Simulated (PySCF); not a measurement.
Predicted microwave data (PBE0/pcSseg-1 in PySCF (dipole) on a GFN2-xTB geometry, gas phase) for one isomer of C7H15F:

- Rotational constants: A = 2877, B = 1372, C = 1161 MHz
- Dipole components: |μa| = 0.31 D, |μb| = 1.54 D, |μc| = 0.60 D
- Inertial defect: -108.81 u·Å²
- κ: -0.75

Problem. Which candidate fits, each taken in the one conformer that was computed?
A. `[CH3:1][CH2:2][C:3]([F:4])([CH2:5][CH3:6])[CH2:7][CH3:8]` with C1–C2–C3–F4 -62°, C2–C3–C5–C6 178°, C2–C3–C7–C8 64°
B. `[CH3:1][CH:2]([CH3:3])[CH:4]([F:5])[CH:6]([CH3:7])[CH3:8]` with C1–C2–C4–F5 -60°, C2–C4–C6–C7 60°
C. `[CH3:1][CH2:2][C:3]([CH3:4])([CH3:5])[CH2:6][CH2:7][F:8]` with C1–C2–C3–C4 -177°, C2–C3–C6–C7 -57°, C3–C6–C7–F8 -179°

Solution. B. It is CC(C)C(F)C(C)C, an asymmetric top, point group C1. The candidates at the same level (rigid rotor, commonest isotopes):

```csv
SMILES,A (MHz),B (MHz),C (MHz),μa (D),μb (D),μc (D),Δ (u·Å²),point group,rotor
CCC(F)(CC)CC,2415,1598,1246,0.00,1.32,1.17,-120.07,Cs,asymmetric top
CC(C)C(F)C(C)C,2877,1372,1161,0.31,1.54,0.60,-108.81,C1,asymmetric top
CCC(C)(C)CCF,2441,1292,1078,1.91,0.14,0.70,-129.12,C1,asymmetric top
```

`CCC(C)(C)CCF` has A 15 % too low; `CCC(F)(CC)CC` has B 16 % too high. No structure here is proved a minimum.
